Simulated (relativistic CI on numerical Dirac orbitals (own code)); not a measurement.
Mn⁴⁺: calculation against measurement

Method of calculation: Dirac-Coulomb-Breit CI, KLI orbitals optimised for each configuration, a model potential for QED, valence Slater integrals scaled by 0.85, P86 correlation energy added to each configuration (own radial code, finite nucleus).

Configuration list (outside the closed core [Ne]): 3s2 3p6 3d3, 3s2 3p6 3d2 4s, 3s2 3p6 3d2 4p, 3s2 3p5 3d4, 3s2 3p6 3d2 4d, 3s2 3p6 3d2 5s, 3s2 3p6 3d2 5p, 3s2 3p6 3d2 4f, 3s2 3p6 3d2 5d, 3s 3p6 3d4, 3s2 3p6 3d2 6s, 3s2 3p6 3d 4s 4p, 3s2 3p6 3d2 6p, 3s2 3p6 3d2 5f, 3s2 3p6 3d2 5g, 3s2 3p6 3d2 6d, 3s2 3p5 3d3 4s, 3s2 3p6 3d 4p 4d, 3s2 3p6 3d 4s2, 3s2 3p6 4s2 4p, 3s2 3p6 4s2 4d, 3s2 3p6 4s2 5s, 3s2 3p6 4s2 5p, 3s2 3p6 3d 4p2, 3s2 3p6 4s 4p2, 3s2 3p6 4p3, 3s2 3p6 4p2 4d, 3s2 3p6 4p2 5s, 3s2 3p6 4p2 5p, 3s2 3p6 3d 4s 4d, 3s2 3p6 4s 4p 4d, 3s2 3p6 4s 4d2, 3s2 3p6 4s 4d 5s, 3s2 3p6 4s 4d 5p. Double excitations out of closed p, d and f shells are left out; levels of such configurations are missing from the list, as are those of other unlisted configurations, and high levels can miss mixing partners.

```
 Configuration  Term (tabulated)     J  Measured (cm⁻¹)  Computed  Error  Purity (%)
   3s2 3p6 3d3                4F   3/2              0.0         0      0         100
   3s2 3p6 3d3                4F   5/2            359.0       340    -19         100
   3s2 3p6 3d3                4F   7/2            835.1       794    -41         100
   3s2 3p6 3d3                4F   9/2           1412.2      1345    -67         100
   3s2 3p6 3d3                4P   1/2          16434.0     16268   -166          99
   3s2 3p6 3d3                4P   3/2          16594.6     16425   -169          98
   3s2 3p6 3d3                4P   5/2          17048.6     16857   -192         100
   3s2 3p6 3d3                2G   7/2          17892.4     17280   -612         100
   3s2 3p6 3d3                2G   9/2          18398.8     17762   -637          98
   3s2 3p6 3d3                2P   3/2          22918.8     22888    -31          66
   3s2 3p6 3d3                2P   1/2          23081.6     22985    -97          99
   3s2 3p6 3d3               2D2   5/2          24630.0     24614    -16         100
   3s2 3p6 3d3               2D2   3/2          24670.5     24625    -46          68
   3s2 3p6 3d3                2H   9/2          24974.8     23768  -1207          99
   3s2 3p6 3d3                2H  11/2          25333.8     24107  -1227         100
   3s2 3p6 3d3                2F   7/2          40423.3     39334  -1089         100
   3s2 3p6 3d3                2F   5/2          40707.1     39608  -1099         100
   3s2 3p6 3d3               2D1   5/2          62608.2     62090   -518         100
   3s2 3p6 3d3               2D1   3/2          62853.5     62307   -547         100
3s2 3p6 3d2 4s                4F   3/2         176945.5    181394   4448         100
3s2 3p6 3d2 4s                4F   5/2         177326.2    181758   4432          99
3s2 3p6 3d2 4s                4F   7/2         177872.6    182282   4409         100
3s2 3p6 3d2 4s                4F   9/2         178572.2    182955   4383         100
3s2 3p6 3d2 4s                2F   5/2         183537.8    187576   4038          99
3s2 3p6 3d2 4s                2F   7/2         184633.3    188629   3996          99
3s2 3p6 3d2 4p               4G°   5/2         241907.1    244730   2823          91
3s2 3p6 3d2 4p               4G°   7/2         242766.9    245539   2772          90
3s2 3p6 3d2 4p               4F°   3/2         243120.9    245497   2376          94
3s2 3p6 3d2 4p               4F°   5/2         243678.5    246035   2356          94
3s2 3p6 3d2 4p               4G°   9/2         243803.1    246521   2718          88
3s2 3p6 3d2 4p               4F°   7/2         244382.1    246717   2335          92
3s2 3p6 3d2 4p               4G°  11/2         245046.7    247739   2692         100
3s2 3p6 3d2 4p               4F°   9/2         245135.6    247457   2321          88
3s2 3p6 3d2 4p               2F°   5/2         245497.8    248043   2545          64
3s2 3p6 3d2 4p               2D°   3/2         246161.2    249626   3465          61
3s2 3p6 3d2 4p               2F°   7/2         246324.7    248743   2419          56
3s2 3p6 3d2 4p               4D°   1/2         246539.1    248768   2229          99
3s2 3p6 3d2 4p             4D° †   5/2         246897.6    249200   2302          68
3s2 3p6 3d2 4p             4D° †   3/2         247222.1    248542   1320          61
3s2 3p6 3d2 4p             4D° †   7/2         247705.2    250007   2302          58
3s2 3p6 3d2 4p               2D°   5/2         248088.4    250579   2491          80
3s2 3p6 3d2 4p               2G°   7/2         250966.5    253472   2506          99
3s2 3p6 3d2 4p               2G°   9/2         251719.6    254202   2483          98
3s2 3p6 3d2 4p               2S°   1/2         253893.8    257647   3753          98
3s2 3p6 3d2 4p               4S°   3/2         257436.8    260561   3124          84
3s2 3p6 3d2 4p               2P°   3/2         259043.8    261902   2859          79
3s2 3p6 3d2 4p               2F°   5/2         259583.3    262713   3129          93
3s2 3p6 3d2 4p               2P°   1/2         260042.8    262775   2733          97
3s2 3p6 3d2 4p               4D°   1/2         260460.8    263944   3483          99
3s2 3p6 3d2 4p               2F°   7/2         260680.8    263766   3085          91
3s2 3p6 3d2 4p               4D°   3/2         260806.2    264265   3459          93
3s2 3p6 3d2 4p               4D°   5/2         261464.4    264885   3420          87
3s2 3p6 3d2 4p               2D°   3/2         262252.0    265468   3216          88
3s2 3p6 3d2 4p               4D°   7/2         262574.9    265952   3377          92
3s2 3p6 3d2 4p               2D°   5/2         262836.1    266070   3234          83
3s2 3p6 3d2 4p               4P°   1/2         264400.6    267817   3417          99
3s2 3p6 3d2 4p               4P°   3/2         264732.4    268131   3399          98
3s2 3p6 3d2 4p               4P°   5/2         265488.4    268850   3362          94
3s2 3p6 3d2 4p               2G°   7/2         265579.3    267181   1602          97
3s2 3p6 3d2 4p               2G°   9/2         265734.0    267317   1583          98
3s2 3p6 3d2 4p               2D°   5/2         269955.4    272890   2935          98
3s2 3p6 3d2 4p               2D°   3/2         269968.3    272932   2964          97
3s2 3p6 3d2 4p               2H°   9/2         271494.6    273460   1966          99
3s2 3p6 3d2 4p               2H°  11/2         272640.4    274547   1907         100
3s2 3p6 3d2 4p               2P°   1/2         272982.9    275816   2833          99
3s2 3p6 3d2 4p               2P°   3/2         273212.3    276031   2819          97
3s2 3p6 3d2 4p               2F°   7/2         276592.0    277762   1170          99
3s2 3p6 3d2 4p               2F°   5/2         277398.1    278526   1128          99
```

Measured levels from Corliss and Sugar, J. Phys. Chem. Ref. Data 6, 1253 (1977); pairs were made by configuration, J and term (by order where the table uses no LS term), so strongly mixed levels may be paired wrongly.

Mean error by configuration (cm⁻¹): 3s2 3p6 3d3 -432; 3s2 3p6 3d2 4s 4284; 3s2 3p6 3d2 4p 2712. Over the excited levels the mean absolute error is 2218 cm⁻¹ (67 of the 67 excited levels that our extract of the source holds in range could be paired), and the median relative error of those above 1,000 cm⁻¹ is 1.1 %. † marks terms whose computed intervals miss the measured ones by more than a factor of 2.5, or configurations far off the rest, from wrong mixing, a near crossing or a doubtful label or measurement; they are left out of the means.
